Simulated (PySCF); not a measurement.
Species: 2,3-dimethylpentane, C7H16.
SMILES with atom numbers: `[CH3:1][CH2:2][C@@H:3]([CH3:4])[CH:5]([CH3:6])[CH3:7]` (hydrogens: H8, H9, H10 on C1; H11, H12 on C2; H13 on C3; H14, H15, H16 on C4; H17 on C5; H18, H19, H20 on C6; H21, H22, H23 on C7)

The calculation used PBE0-D3(BJ)/def2-SVP geometry optimisation, gas phase (PySCF).

Q: Give the optimised bond lengths and angles.

A: 
```
                  bond  length (pm)   order
                 C1–C2        152.2  single
                 C2–C3        153.3  single
                 C3–C4        152.6  single
                 C3–C5        154.5  single
                 C5–C6        152.6  single
                 C5–C7        152.6  single
  C1–H8, C1–H9, C1–H10        110.1  single
                C2–H11        110.3  single
                C2–H12        110.4  single
                C3–H13        110.7  single
C4–H14, C4–H15, C4–H16        110.1  single
                C5–H17        110.6  single
C6–H18, C6–H19, C6–H20        110.1  single
C7–H21, C7–H22, C7–H23        110.1  single
```

Bonds in one row agree within 1 pm and their mean is given. Orders are formal, as drawn. A selection of angles:
```
     angle  degrees
  C2–C1–H8    112.1
  H8–C1–H9    107.2
  C1–C2–C3    114.3
 C1–C2–H11    108.6
 C1–C2–H12    109.4
 C3–C2–H11    109.2
 C3–C2–H12    109.2
H11–C2–H12    105.7
  C2–C3–C4    111.7
  C2–C3–C5    113.1
 C2–C3–H13    107.0
  C4–C3–C5    111.5
 C4–C3–H13    107.2
 C5–C3–H13    105.9
 C3–C4–H14    111.5
H14–C4–H15    107.2
  C3–C5–C6    112.1
  C3–C5–C7    113.5
 C3–C5–H17    105.8
  C6–C5–C7    110.7
 C6–C5–H17    106.9
 C7–C5–H17    107.3
 C5–C6–H18    111.4
H18–C6–H19    107.6
 C5–C7–H21    110.7
H21–C7–H22    107.4
```

Torsions: C1–C2–C3–C4 69° (synclinal); C2–C3–C5–C6 71° (synclinal).

The C–C distances run from 1.522 Å (C1–C2, drawn single) to 1.545 Å (C3–C5, drawn single), a spread of 0.023 Å. Of the pairs four or more bonds apart, H11···H19 is among the closest relative to their van der Waals radii: 2.16 Å, 90 % of the sum of Bondi's values.

Point group: C1 (no symmetry element, even within 0.4 Å). Stationary, but not proved a minimum. The numbers are those of one conformer.

On an Arm Neoverse V1 with one thread, on a shared host, this took 70 s and 0.82 GiB of memory at its peak. This is the geometry optimisation.
